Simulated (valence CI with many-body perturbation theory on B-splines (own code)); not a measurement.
**E1 line list for Sm⁴⁸⁺**

Level of theory: configuration interaction combined with many-body perturbation theory (CI+MBPT): four valence electrons over a frozen Dirac-Fock core [Ne], a basis of 11 s, 11 p, 9 d, 7 f, 5 g, 2 h, 1 i functions for each j, with the one-electron correlation potential Σ1 (screened to all orders), the two-electron term Σ2, the three-electron term Σ3, Breit, model QED; selected single and double excitations, second order for the rest (own B-spline code, finite nucleus).

The last digits are not significant, and no measured levels were compared; by estimate large intervals hold to a few tenths of a per cent, small ones and those within an open d or f shell to about a per cent.

Lines 101 to 150 of 239 in falling wavelength, among levels below 706.90 eV, chosen from the strongest by gf and those to the six lowest levels. Wavelengths and rates use the calculated energies. Electric multipoles are in the length gauge, E1 and E2 with the static RPA response of the core. Weak lines are less certain than strong ones. Lines between different terms over intervals too small for the method are left out, as are lines whose strength nearly cancels. The highest levels of a list are the least certain.

Levels are named by their leading jj configuration (3d3/2^4 stands for four electrons in 3d with j = 3/2), which in mixed levels can hold well under half, so a name can repeat and another be missing. Letters in brackets count levels of one name in rising energy.

| λ vac (nm) | Upper | Lower | A (s⁻¹) | log gf | Branch % |
| --- | --- | --- | --- | --- | --- |
| 5.451 | (3s 3p1/2 3p3/2 3d5/2) J=1 [b] | (3s 3p1/2 3p3/2^2) J=1 [a] | 1.57e+11 | -0.68 | 40.2 |
| 5.441 | (3s 3p1/2 3p3/2 3d5/2) J=2 [c] | (3s 3p1/2 3p3/2^2) J=2 [b] | 6.29e+10 | -0.86 | 12.4 |
| 5.430 | (3s 3p1/2 3p3/2 3d5/2) J=1 [a] | (3s 3p1/2 3p3/2^2) J=0 | 1.03e+11 | -0.86 | 34.6 |
| 5.398 | (3s 3p1/2 3p3/2 3d3/2) J=4 | (3s^2 3p1/2 3d5/2) J=3 | 5.24e+09 | -1.69 | 45.6 |
| 5.397 | (3s 3p1/2 3p3/2 3d5/2) J=2 [c] | (3s 3p1/2 3p3/2^2) J=1 [a] | 1.50e+11 | -0.48 | 29.6 |
| 5.349 | (3s 3p1/2 3p3/2 3d5/2) J=0 | (3s 3p1/2 3p3/2^2) J=1 [a] | 1.05e+11 | -1.35 | 17.0 |
| 5.297 | (3s 3p1/2 3p3/2 3d5/2) J=2 [d] | (3s 3p1/2 3p3/2^2) J=2 [b] | 1.69e+10 | -1.45 | 1.7 |
| 5.281 | (3s 3p1/2 3p3/2 3d5/2) J=3 [b] | (3s 3p1/2 3p3/2^2) J=2 [a] | 1.15e+11 | -0.47 | 33.1 |
| 5.268 | (3s 3p1/2 3p3/2 3d5/2) J=4 [c] | (3s 3p1/2 3p3/2^2) J=3 | 1.28e+11 | -0.32 | 33.1 |
| 5.268 | (3s 3p1/2^2 3d5/2) J=2 | (3s 3p1/2^2 3p3/2) J=2 | 2.90e+10 | -1.22 | 24.3 |
| 5.255 | (3s 3p1/2 3p3/2 3d3/2) J=1 [e] | (3s 3p1/2 3p3/2^2) J=2 [a] | 1.60e+10 | -1.70 | 1.9 |
| 5.255 | (3s 3p1/2 3p3/2 3d5/2) J=2 [d] | (3s 3p1/2 3p3/2^2) J=1 [a] | 3.05e+10 | -1.20 | 3.1 |
| 5.242 | (3s^2 3p3/2 3d5/2) J=3 | (3s^2 3p3/2^2) J=2 | 3.52e+11 | 0.01 | 97.9 |
| 5.209 | (3s 3p1/2 3p3/2 3d5/2) J=1 [b] | (3s 3p1/2 3p3/2^2) J=0 | 2.28e+10 | -1.56 | 5.8 |
| 5.098 | (3s^2 3p3/2 3d5/2) J=1 | (3s^2 3p3/2^2) J=2 | 6.39e+10 | -1.13 | 26.3 |
| 5.040 | (3s 3p1/2 3p3/2 3d5/2) J=3 [c] | (3s 3p1/2 3p3/2^2) J=2 [a] | 1.57e+11 | -0.38 | 30.1 |
| 5.032 | (3s 3p1/2 3p3/2 3d3/2) J=3 [b] | (3s^2 3p1/2 3d5/2) J=2 | 1.52e+10 | -1.39 | 2.4 |
| 4.984 | (3s 3p1/2 3p3/2 3d5/2) J=3 [d] | (3s 3p1/2 3p3/2^2) J=3 | 5.70e+10 | -0.83 | 9.0 |
| 4.844 | (3s 3p1/2 3p3/2 3d5/2) J=2 [d] | (3s 3p1/2 3p3/2^2) J=3 | 4.56e+10 | -1.10 | 4.6 |
| 4.775 | (3s 3p1/2 3p3/2 3d5/2) J=1 [b] | (3s 3p1/2 3p3/2^2) J=2 [a] | 3.68e+10 | -1.42 | 9.4 |
| 4.751 | (3s 3p1/2 3p3/2 3d5/2) J=3 [d] | (3s 3p1/2 3p3/2^2) J=2 [a] | 1.49e+10 | -1.45 | 2.4 |
| 4.734 | (3s 3p1/2 3p3/2 3d5/2) J=2 [c] | (3s 3p1/2 3p3/2^2) J=2 [a] | 1.40e+10 | -1.63 | 2.8 |
| 4.699 | (3s 3p1/2 3p3/2^2) J=2 [a] | (3s^2 3p1/2 3p3/2) J=2 | 9.00e+09 | -1.83 | 4.0 |
| 4.685 | (3s 3p1/2 3p3/2 3d5/2) J=2 [a] | (3s^2 3p1/2 3d5/2) J=2 | 9.94e+10 | -0.79 | 46.0 |
| 4.624 | (3s 3p1/2 3p3/2 3d5/2) J=2 [d] | (3s 3p1/2 3p3/2^2) J=2 [a] | 2.84e+10 | -1.34 | 2.9 |
| 4.582 | (3s 3p1/2 3p3/2 3d3/2) J=1 [d] | (3s^2 3p1/2 3d5/2) J=2 | 2.31e+10 | -1.66 | 3.1 |
| 4.567 | (3s 3p1/2 3p3/2^2) J=2 [a] | (3s^2 3p1/2 3p3/2) J=1 | 2.15e+11 | -0.47 | 95.7 |
| 4.557 | (3s 3p1/2 3p3/2 3d5/2) J=3 [a] | (3s^2 3p1/2 3d5/2) J=3 | 2.94e+10 | -1.19 | 13.6 |
| 4.533 | (3s 3p1/2 3p3/2 3d5/2) J=3 [a] | (3s^2 3p1/2 3d5/2) J=2 | 8.69e+09 | -1.73 | 4.0 |
| 4.492 | (3s 3p1/2 3p3/2^2) J=3 | (3s^2 3p1/2 3p3/2) J=2 | 1.13e+11 | -0.62 | 93.3 |
| 4.446 | (3s 3p1/2 3p3/2 3d3/2) J=2 [a] | (3s 3p1/2^2 3p3/2) J=1 | 1.24e+11 | -0.74 | 62.5 |
| 4.412 | (3s 3p1/2 3p3/2 3d5/2) J=3 [b] | (3s^2 3p1/2 3d5/2) J=3 | 7.82e+10 | -0.80 | 22.4 |
| 4.391 | (3s 3p1/2 3p3/2 3d5/2) J=4 [b] | (3s^2 3p1/2 3d5/2) J=3 | 3.46e+10 | -1.05 | 27.1 |
| 4.390 | (3s 3p1/2 3p3/2 3d5/2) J=3 [b] | (3s^2 3p1/2 3d5/2) J=2 | 2.20e+10 | -1.35 | 6.3 |
| 4.360 | (3s 3p1/2 3p3/2 3d5/2) J=2 [b] | (3s^2 3p1/2 3d5/2) J=3 | 9.30e+10 | -0.88 | 19.2 |
| 4.342 | (3s 3p1/2 3p3/2 3d3/2) J=1 [d] | (3s^2 3p1/2 3d3/2) J=1 | 7.58e+10 | -1.19 | 10.1 |
| 4.338 | (3s 3p1/2 3p3/2 3d5/2) J=2 [b] | (3s^2 3p1/2 3d5/2) J=2 | 2.34e+10 | -1.48 | 4.8 |
| 4.336 | (3s 3p1/2 3p3/2 3d3/2) J=0 [a] | (3s 3p1/2^2 3p3/2) J=1 | 3.87e+10 | -1.96 | 89.2 |
| 4.298 | (3s 3p1/2 3p3/2 3d3/2) J=1 [a] | (3s 3p1/2^2 3p3/2) J=1 | 7.53e+06 | -5.20 | 0.0 |
| 4.266 | (3s 3p1/2 3p3/2 3d3/2) J=2 [c] | (3s^2 3p1/2 3d3/2) J=2 | 2.29e+11 | -0.50 | 61.9 |
| 4.243 | (3s 3p1/2 3p3/2 3d5/2) J=3 [c] | (3s^2 3p1/2 3d5/2) J=3 | 1.13e+10 | -1.67 | 2.2 |
| 4.230 | (3s 3p1/2 3p3/2^2) J=0 | (3s^2 3p1/2 3p3/2) J=1 | 1.88e+11 | -1.30 | 100.0 |
| 4.229 | (3s 3p1/2 3p3/2 3d3/2) J=2 [b] | (3s 3p1/2^2 3p3/2) J=1 | 1.22e+11 | -0.79 | 40.2 |
| 4.222 | (3s 3p1/2 3p3/2 3d5/2) J=3 [c] | (3s^2 3p1/2 3d5/2) J=2 | 3.03e+11 | -0.25 | 58.2 |
| 4.221 | (3s 3p1/2 3p3/2 3d3/2) J=0 [b] | (3s^2 3p1/2 3d3/2) J=1 | 2.97e+11 | -1.10 | 33.1 |
| 4.221 | (3s 3p1/2 3p3/2 3d5/2) J=4 [c] | (3s^2 3p1/2 3d5/2) J=3 | 2.40e+11 | -0.24 | 62.3 |
| 4.214 | (3s 3p1/2 3p3/2 3d3/2) J=2 [e] | (3s^2 3p1/2 3d3/2) J=1 | 4.36e+11 | -0.24 | 38.5 |
| 4.210 | (3s 3p3/2^3) J=2 | (3s^2 3p3/2^2) J=2 | 6.70e+11 | -0.05 | 99.4 |
| 4.188 | (3s 3p1/2 3p3/2^2) J=1 [a] | (3s^2 3p1/2 3p3/2) J=2 | 9.86e+09 | -2.11 | 3.0 |
| 4.181 | (3s 3p1/2^2 3p3/2) J=1 | (3s^2 3p1/2^2) J=0 | 2.05e+11 | -0.79 | 86.4 |
